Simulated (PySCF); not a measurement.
Compound: C7H8N2.
Cartesian coordinates in Å at the GFN2-xTB level; atoms count from 1:
```
atom  x, y, z in Å
C1    -2.3287   -0.0300   -0.8710
C2    -1.7852   -0.2868    0.3020
C3    -0.6014    0.4747    0.8562
C4    -0.9712    1.0501    2.1325
N5    -1.2680    1.4845    3.1465
C6     0.5451   -0.4792    1.0605
C7     1.6198   -0.5958    0.2805
C8     1.9136    0.1798   -0.9158
N9     2.9165    0.0526   -1.6691
H10   -1.9671    0.7569   -1.5128
H11   -3.1638   -0.5995   -1.2406
H12   -2.1589   -1.0794    0.9356
H13   -0.3332    1.2902    0.1782
H14    0.4331   -1.1352    1.9151
H15    2.3637   -1.3434    0.5340
H16    1.2043    0.9465   -1.2117
H17    3.5743   -0.6739   -1.3837
```

PySCF, density fitting, gas phase, GFN2-xTB geometry. The standard run uses grid level 2 after a coarse-grid start, the def2-universal JK fitting basis (with tight functions added where the orbital basis needs them), an energy threshold of 1e-9 Eh and DIIS. Cycle counts include a coarse-grid stage where the run had one.

Q: Standard PBE0/def2-SVPD: E = -380.254890 Eh, HOMO -7.919 eV, LUMO -1.954 eV, dipole 3.048 D, 15 cycles (coarse-grid cycles included). What changes at PBE0/def2-SVPD with: energy threshold 1e-08 Eh?

A: E = -380.254890 Eh (0.000 mEh), HOMO -7.919 eV (0.000), LUMO -1.954 eV (0.000), dipole 3.048 D (0.000), 10 SCF cycles. The result matches the standard run within 0.02 mEh and 0.003 eV; such settings steer the iterations and don't enter the energy expression.

The cycles:
```
cycle   1  E = -380.1741112236  dE =  1.254e+00  |g| = 5.580e-01  |ddm| = 8.717e+00
cycle   2  E = -379.9471077644  dE =  2.270e-01  |g| = 1.152e+00  |ddm| = 3.884e+00
cycle   3  E = -380.2489071348  dE = -3.018e-01  |g| = 1.511e-01  |ddm| = 2.929e+00
cycle   4  E = -380.2541860220  dE = -5.279e-03  |g| = 5.415e-02  |ddm| = 4.560e-01
cycle   5  E = -380.2546933382  dE = -5.073e-04  |g| = 2.887e-02  |ddm| = 1.719e-01
cycle   6  E = -380.2548840272  dE = -1.907e-04  |g| = 4.650e-03  |ddm| = 8.060e-02
cycle   7  E = -380.2548890693  dE = -5.042e-06  |g| = 1.441e-03  |ddm| = 1.521e-02
cycle   8  E = -380.2548894783  dE = -4.089e-07  |g| = 6.326e-04  |ddm| = 4.725e-03
cycle   9  E = -380.2548895782  dE = -9.989e-08  |g| = 1.641e-04  |ddm| = 1.612e-03
cycle  10  E = -380.2548895852  dE = -7.062e-09  |g| = 3.455e-05  |ddm| = 5.068e-04
```

Q: Standard PBE0/pcSseg-1: E = -380.470375 Eh, HOMO -7.884 eV, LUMO -1.889 eV, dipole 3.080 D, 15 cycles (coarse-grid cycles included). What changes at PBE0/pcSseg-1 with: grid level 3?

A: E = -380.470381 Eh (-0.006 mEh), HOMO -7.884 eV (0.000), LUMO -1.889 eV (0.000), dipole 3.080 D (0.000), 15 SCF cycles. The result matches the standard run within 0.02 mEh and 0.003 eV.

The cycles:
```
cycle   1  E = -380.3332484162  dE =  1.329e+00  |g| = 5.825e-01  |ddm| = 3.879e+00
cycle   2  E = -380.1070791243  dE =  2.262e-01  |g| = 1.173e+00  |ddm| = 1.812e+00
cycle   3  E = -380.4114824115  dE = -3.044e-01  |g| = 1.675e-01  |ddm| = 1.198e+00
cycle   4  E = -380.4177862779  dE = -6.304e-03  |g| = 5.680e-02  |ddm| = 1.747e-01
cycle   5  E = -380.4183242557  dE = -5.380e-04  |g| = 3.019e-02  |ddm| = 5.889e-02
cycle   6  E = -380.4185262376  dE = -2.020e-04  |g| = 4.849e-03  |ddm| = 3.152e-02
cycle   7  E = -380.4185314100  dE = -5.172e-06  |g| = 1.570e-03  |ddm| = 6.011e-03
cycle   8  E = -380.4703652972  dE = -4.247e-05  |g| = 7.687e-03  |ddm| = 3.880e-02
cycle   9  E = -380.4703620461  dE =  3.251e-06  |g| = 8.540e-03  |ddm| = 1.489e-02
cycle  10  E = -380.4703797572  dE = -1.771e-05  |g| = 2.030e-03  |ddm| = 8.189e-03
cycle  11  E = -380.4703807865  dE = -1.029e-06  |g| = 2.857e-04  |ddm| = 1.859e-03
cycle  12  E = -380.4703807973  dE = -1.087e-08  |g| = 2.080e-04  |ddm| = 3.923e-04
cycle  13  E = -380.4703808060  dE = -8.623e-09  |g| = 6.967e-05  |ddm| = 1.944e-04
cycle  14  E = -380.4703808070  dE = -1.068e-09  |g| = 1.139e-05  |ddm| = 6.806e-05
cycle  15  E = -380.4703808071  dE = -1.899e-11  |g| = 7.688e-06  |ddm| = 1.634e-05
```
